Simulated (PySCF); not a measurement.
Compound: C4H3Cl2F.
Structure used (GFN2-xTB), in Å, numbered top down from 1:
```xyz
10
C4H3Cl2F angstrom
F     -1.7970    0.3786    1.5165
C     -1.3318    0.3207    0.2315
Cl    -2.0951    1.6081   -0.7090
C     -0.9223   -0.9644   -0.3544
C      0.0484   -0.1355   -0.0302
C      1.4557    0.2310    0.0644
Cl     2.5014   -1.0700   -0.5847
H     -1.2462   -1.8967   -0.7468
H      1.7413    0.3975    1.1058
H      1.6544    1.1352   -0.5158
```

PySCF, density fitting, gas phase, GFN2-xTB geometry. The standard run uses grid level 2 after a coarse-grid start, the def2-universal JK fitting basis (with tight functions added where the orbital basis needs them), an energy threshold of 1e-9 Eh and DIIS. The changed runs have no coarse-grid stage.

Problem. Standard PBE0/def2-SVPD: E = -1173.361877 Eh, HOMO -8.302 eV, LUMO -0.910 eV, dipole 1.346 D, 14 cycles (coarse-grid cycles included). What changes at PBE0/def2-SVPD with: damping 0.3 at the start, DIIS from the seventh cycle?

Solution. E = -1173.361877 Eh (0.000 mEh), HOMO -8.302 eV (0.000), LUMO -0.910 eV (0.000), dipole 1.346 D (0.000), 13 SCF cycles. The result matches the standard run within 0.02 mEh and 0.003 eV; such settings steer the iterations and don't enter the energy expression.

The cycles:
```
cycle   1  E = -1173.3019054455  dE =  1.083e+00  |g| = 5.273e-01  |ddm| = 5.320e+00
cycle   2  E = -1173.3319786917  dE = -3.007e-02  |g| = 3.905e-01  |ddm| = 1.650e+00
cycle   3  E = -1173.3427006042  dE = -1.072e-02  |g| = 3.063e-01  |ddm| = 9.986e-01
cycle   4  E = -1173.3483478774  dE = -5.647e-03  |g| = 2.564e-01  |ddm| = 9.024e-01
cycle   5  E = -1173.3515941914  dE = -3.246e-03  |g| = 2.188e-01  |ddm| = 7.391e-01
cycle   6  E = -1173.3306835996  dE =  2.091e-02  |g| = 3.779e-01  |ddm| = 9.332e-01
cycle   7  E = -1173.2680132274  dE =  6.267e-02  |g| = 6.406e-01  |ddm| = 1.558e+00
cycle   8  E = -1173.3614003358  dE = -9.339e-02  |g| = 4.612e-02  |ddm| = 9.895e-01
cycle   9  E = -1173.3618630065  dE = -4.627e-04  |g| = 8.203e-03  |ddm| = 7.612e-02
cycle  10  E = -1173.3618769373  dE = -1.393e-05  |g| = 1.171e-03  |ddm| = 1.539e-02
cycle  11  E = -1173.3618772459  dE = -3.085e-07  |g| = 5.116e-04  |ddm| = 3.170e-03
cycle  12  E = -1173.3618773123  dE = -6.649e-08  |g| = 5.907e-05  |ddm| = 1.040e-03
cycle  13  E = -1173.3618773130  dE = -7.042e-10  |g| = 2.838e-05  |ddm| = 1.780e-04
```
